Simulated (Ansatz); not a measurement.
`CC(C)CB(Cl)Cl` → `ClBCl` + `C=C(C)C` at 400 K and 1 bar (β-hydride elimination).

Calculated with Ansatz (gas phase, PBE0-D4/def2-TZVP geometries, no zero-point term in ΔE). CCSD(T)/CBS is the MP2 limit (def2-TZVPP, def2-QZVPP) plus CCSD(T) − MP2 in def2-TZVPP, frozen cores. This one scheme is used for every species. Each species was taken in one conformer, which may not be the lowest.

```csv
species,CCSD(T)/CBS energy (Eh),H − E (kJ/mol),S (J/(mol·K))
`CC(C)CB(Cl)Cl`,-1102.08625,379.4,445.6
`ClBCl`,-945.02167,56.2,283.5
`C=C(C)C`,-157.01236,309.5,318.0
```

H − E and S are ideal-gas, rigid-rotor, harmonic terms from PBE0-D4/def2-TZVP, for one conformer and one mirror image of each species. 1 Eh = 2625.50 kJ/mol, R = 8.31446 J/(mol·K).

By hand: ΔE, ΔH, ΔS and ΔG.

ΔE = (-945.02167) + (-157.01236) − (-1102.08625) = 0.05222 Eh = 137.1 kJ/mol. Δ(H − E) = 56.2 + 309.5 − 379.4 = -13.7, so ΔH = 123.4 kJ/mol. ΔS = 283.5 + 318.0 − 445.6 = 155.9 J/(mol·K). ΔG = 123.4 − 400 × (155.9)/1000 = 61.0 kJ/mol.

By hand: the equilibrium constant, and the temperature at which ΔG would vanish if ΔH and ΔS stayed fixed.

log₁₀ K = −ΔG/(RT ln 10) = -8.0. ΔG = 0 at ΔH/ΔS = 792 K.

The number of gas molecules changes by +1, which sets the sign of ΔS. A doubt of 5 kJ/mol in ΔE shifts log₁₀ K by 0.7 here. Other conformers and mirror images would add mixing entropy, several J/(mol·K) or more a flexible species. Modes under 60 cm⁻¹, often nearly free rotors, make the harmonic entropy too high. These are equilibria of isolated gas molecules and say nothing of rates. Largest T1 diagnostic: 0.012 (customary marks: 0.02 for closed shells, 0.045 for open ones).
